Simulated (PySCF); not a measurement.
## UHF on Br⁺ (bromine, charge +1)

Configuration: [Ar] 3d10 4s2 4p4, high-spin 3P determinant. Calculation: PySCF 2.14, in cc-pVTZ-PP with ECP10MDF (5s4p3d1f, 39 functions); a scalar-relativistic core potential.

```
Total energy                                                  : -415.096681 hartree
One-electron energy                                           : -719.7147 hartree
Hartree (Coulomb) energy                                      : 334.1975 hartree
Exchange energy                                               : -29.5794 hartree
⟨S²⟩                                                          : 2.0087
⟨L²⟩                                                          : 2.033
Sum of ⟨r⟩                                                    : 21.53 bohr
Sum of ⟨r²⟩                                                   : 31.39 bohr²
Traceless quadrupole moment −½Σ⟨3z² − r²⟩ along its main axis : -1.86 e·bohr²
Time after the integrals                                      : 0.17 s of wall time on 1 thread of Neoverse-V1 (shared host)
```

```
shell  electrons  mean orbital energy (hartree)  spread (hartree)  rms radius, mean of both spins (bohr)
 3s α          1                      -10.28251                 0                                  0.590
 3s β          1                      -10.26210                 0                                  0.590
 3p α          3                       -8.02937           0.02704                                  0.609
 3p β          3                       -8.00610           0.00148                                  0.609
 3d α          5                       -3.57663           0.02508                                  0.643
 3d β          5                       -3.56219           0.01167                                  0.643
 4s α          1                       -1.49314                 0                                   1.77
 4s β          1                       -1.26880                 0                                   1.77
 4p α          3                       -0.86553           0.07266                                   2.12
 4p β          1                       -0.77503                 0                                   2.12
```

Energies and moments cover only the electrons outside the core potential.
